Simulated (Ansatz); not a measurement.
C2H2N, SMILES `C#C[NH+]` (excited singlet) (charge 1, multiplicity 1). This singlet is an excited state, 0.84 eV above the relaxed triplet at the level B3LYP/cc-pVTZ // PBE0-D3(BJ)/def2-TZVP (Ansatz, a quantum-chemistry and plane-wave program).

Computed with BLYP/cc-pVTZ // PBE0-D3(BJ)/def2-TZVP (Ansatz).

Ansatz 0.2 input:
```yaml
crystal:
  periodic: [false, false, false]
  atoms:
    - { symbol: C, position_ang: [1.15186, 0.146209, -0.055167] }
    - { symbol: C, position_ang: [-0.103716, 0.109484, -0.222244] }
    - { symbol: N, position_ang: [-1.298604, 0.30659, -0.382262] }
    - { symbol: H, position_ang: [2.199011, -0.073346, 0.086132] }
    - { symbol: H, position_ang: [-1.948555, -0.48894, -0.46214] }
basis:
  gaussian: { orbitals: cc-pVTZ }
hamiltonian:
  xc: blyp
total_charge: 1
```

Output:

```
Functional definition: BLYP
623 factors; their error is unknown
mean field evaluation 1: about -3572.5484 eV, gradient 7.4e1 eV
mean field evaluation 2: about -3516.7153 eV, gradient 1.4e2 eV
mean field evaluation 4: about -3582.9944 eV, gradient 2.0e1 eV
mean field evaluation 8: about -3583.8560 eV, gradient 4.4e-2 eV
mean field evaluation 16: about -3583.8452 eV, gradient 2.1e-5 eV
mean field -3583.84515622 eV, -131.7038802737 hartree, gradient 2.1e-5 eV, S^2 0.000000; 0 other end points of the search recorded, 0 dependent functions left out
reference -3583.84539099 eV, -131.7038889014 hartree; 10, 10 occupied and 108, 108 virtual orbitals, 623 factors
Total energy: -3583.84539099 eV, -131.7038889014 hartree
```
